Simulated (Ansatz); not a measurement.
Consider the isomerisation: `N/C=C/[SiH2]Cl` → `C/C(Cl)=N\[SiH3]`.

Program: Ansatz. Geometries: PBE0-D4/def2-TZVP. ΔE: electronic, gas phase. CCSD(T)/CBS is the MP2 limit (def2-TZVPP, def2-QZVPP) plus CCSD(T) − MP2 in def2-TZVPP, frozen cores. Double bonds are as drawn, so ΔE can hold a change between cis and trans. Each species was taken in one conformer, which may not be the lowest.

| species | HF/def2-QZVPP energy (Eh) |
| --- | --- |
| `N/C=C/[SiH2]Cl` | -882.26124 |
| `C/C(Cl)=N\[SiH3]` | -882.22098 |

(1) Work out ΔE.

Largest T1 diagnostic among the species: 0.012.

Answers

(1) ΔE = (-882.22098) − (-882.26124) = 0.04026 Eh = +25.3 kcal/mol. CCSD(T)/CBS gives +24.4 kcal/mol.

In def2-TZVPP, CCSD(T) changes the Hartree–Fock value by −2.4 kcal/mol (the triples alone add −0.9 kcal/mol) and MP2 by −1.6 kcal/mol. From PBE to PBE0 (25 % exact exchange), in def2-TZVPP and without D4, ΔE moves by +2.0 kcal/mol.
